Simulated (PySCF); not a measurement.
An unknown is described by computed data only.

Formula: C8H9FSi.

| Property | Result |
| --- | --- |
| 1H NMR | chemical shifts (computed TMS as zero) by class: 7.48 (1 H), 5.90 (1 H), 5.74 (1 H), 4.51 (1 H), 4.46 (1 H), 3.07 (1 H), 2.32 (1 H), 1.81 (1 H), 1.66 (1 H) ppm [GIAO PBE0/pcSseg-1] |
| 13C NMR | chemical shifts (computed TMS as zero) by class: 154.7 (1 C), 154.7 (1 C), 131.8 (1 C), 117.7 (1 C), 90.6 (1 C), 75.8 (1 C), 21.3 (1 C), 10.7 (1 C) ppm [GIAO PBE0/pcSseg-1] |
| Rotational structure | rotational constants A, B, C: 2.030, 0.786, 0.594 GHz [GFN2-xTB] |
| NMR, other nuclei | isotropic shieldings of nuclei other than C and H, by class: 297 (1 F), 368 (1 Si) ppm [GIAO PBE0/pcSseg-1] |
| Dipole | 0.50 D [PBE0/pcSseg-1] |

The electronic properties come from PySCF, for the isolated species, density fitting. Levels stand in brackets. The structure is a single GFN2-xTB conformer in the gas phase; no vibrational or solvent corrections. NMR values are class means; diastereotopic atoms form classes of their own.

Task: Give a SMILES that accounts for the data.

Result: Numbering: `[CH:1]#[C:2][C@H:3]1[SiH2:4][CH2:5]/[C:6](=[CH:7]\[F:8])[C:9]1=[CH2:10]`. Its formula, C8H9FSi, gives 5 degrees of unsaturation: 1 ring and 4 π bonds in the structure found. 8 carbons fall into 8 classes; from least to most shielded: vinylic C–F carbon [C7] (154.7 ppm), fully substituted alkene carbon [C9] (154.7 ppm), fully substituted alkene carbon [C6] (131.8 ppm), terminal =CH2 carbon [C10] (117.7 ppm), alkyne carbon [C2] (90.6 ppm), terminal alkyne carbon [C1] (75.8 ppm), ring sp3 carbon bound to silicon [C3] (21.3 ppm), ring sp3 carbon bound to silicon [C5] (10.7 ppm). Hydrogen classes from least to most shielded: 1 H on a vinylic C–F carbon, C7 (7.48 ppm), 1 H on a terminal =CH2 carbon, C10 (5.90 ppm), 1 H on a terminal =CH2 carbon, C10 (5.74 ppm), 1 H on an SiH2 silicon, Si4 (4.51 ppm), 1 H on an SiH2 silicon, Si4 (4.46 ppm), 1 H on an sp3 carbon bound to silicon, C3 (3.07 ppm), 1 H on an sp3 carbon bound to silicon, C5 (2.32 ppm), 1 H on an sp3 carbon bound to silicon, C5 (1.81 ppm), 1 H on a terminal alkyne carbon, C1 (1.66 ppm). The other shieldings belong to: 297 ppm, vinyl fluorine [F8]; 368 ppm, SiH2 silicon [Si4]. The optimised geometry has point group C1 and is an asymmetric top. Structure: `C#C[C@H]1[SiH2]C/C(=C\F)C1=C`. Computed isomers that give other values at the same levels: `C#C[C@H]1C/C(=C\F)[SiH2]C1=C` (13C chemical shifts (computed TMS as zero) by class: 162.1 (1 C), 156.0 (1 C), 136.5 (1 C), 118.7 (1 C), 91.3 (1 C), 79.4 (1 C), 43.8 (1 C), 38.7 (1 C) ppm). The assignments are read from this structure; whether some other isomer fits the data as well wasn't checked. The mirror image fits equally.
